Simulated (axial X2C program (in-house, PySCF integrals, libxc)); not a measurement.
Worked dissociation energy of BeBr⁺: MP2, with spin–orbit coupling

Computed with an axial X2C code built on PySCF integrals. Two-component (2c) means X2C with spin–orbit coupling and atomic mean-field two-electron Coulomb and Gaunt terms. Basis: Br dyall-cv3z [8s9p6d4f1g], Be dyall-cv3z [8s8p3d1f] (cores contracted in-house); Gaussian nuclei, density fitting, unrestricted open shells. Masses: Br 78.918 u, Be 9.012 u.

Molecular state: Ω = 0 (closed shell).

Correlated methods: 8 electrons correlated (number of frozen shells: Br 3 s, 2 p, 1 d; Be 1 s), 192 virtual spin orbitals or spinors in MP2.

* E(Br) (2M_J = 3): -2603.743271 hartree
* E(Be+) (2M_J = 1): -14.279566 hartree
* E(BeBr⁺) at Re: -2618.164308 hartree
* ωe: 873.4 cm⁻¹
* ωexe: 3.99 cm⁻¹

Question: Work out De and D0.

Answer: De = -2603.743271 + (-14.279566) − (-2618.164308) = 0.14147 hartree = 3.850 eV. The zero-point energy is ωe/2 − ωexe/4 = 436 cm⁻¹ = 0.054 eV, so D0 = 3.796 eV.

Occupations by symmetry block were frozen at the best pattern of an incomplete PBE0 search. The closed shell is kept restricted, so the energy runs too high when the bond is stretched far. De is counted from the lowest determinant-based energies of the atoms at the same level, without counterpoise correction.

Each atomic determinant is the lowest at this level and need not be a pure J level. Totals compare only within one Hamiltonian and basis.
